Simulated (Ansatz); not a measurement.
Calculated with Ansatz (gas phase, PBE0-D4/def2-TZVP geometries, no zero-point term in ΔE). CCSD(T)/CBS adds triple-zeta CCSD(T) − MP2 to the extrapolated MP2 energy (def2 sets, frozen cores). Functionals use def2-TZVPP. B3LYP here is the variant with VWN-RPA as its local correlation; programs differ in this. For Zn outer-core shells are correlated without core-valence functions, which leaves a few kJ/mol of doubt a bond. Scalar relativity is left out up to krypton. Each species was taken in one conformer, which may not be the lowest.

Consider the ligand exchange at the Al–N bond: `[CH3][Zn][NH][AlH2]` + `C[SiH2]CS` → `C[SiH2]C[S][AlH2]` + `[CH3][Zn][NH2]`.

```tsv
level	ΔE (kJ/mol)	difference from CCSD(T)/CBS
B3LYP-D4	35.1	4.9
ωB97M-V	29.1	-1.1
B2PLYP	37.6	7.4
r2SCAN	28.9	-1.3
PBE0	25.7	-4.5
HF/def2-TZVPP	46.5	16.3
CCSD(T)/def2-TZVPP	34.9	4.7
SCS-MP2/def2-QZVPP	34.4	4.2
HF/CBS(def2)	47.4	17.2
MP2/CBS(def2)	26.1	-4.1
CCSD(T)/CBS	30.2	0
```

Largest T1 diagnostic among the species: 0.014.

The D4 term adds −4.4 kJ/mol with B3LYP and −2.5 kJ/mol with PBE0; it sums over pairs of atoms, weighted by their polarisabilities, and B3LYP, whose exchange is more repulsive, gets the larger term. In def2-TZVPP, CCSD(T) changes the Hartree–Fock value by −11.7 kJ/mol (the triples alone add −2.2 kJ/mol) and MP2 by −15.8 kJ/mol.

CCSD(T)/CBS has its own doubt, a few kJ/mol and more with outer-core shells, so smaller differences from it don't rank the levels.
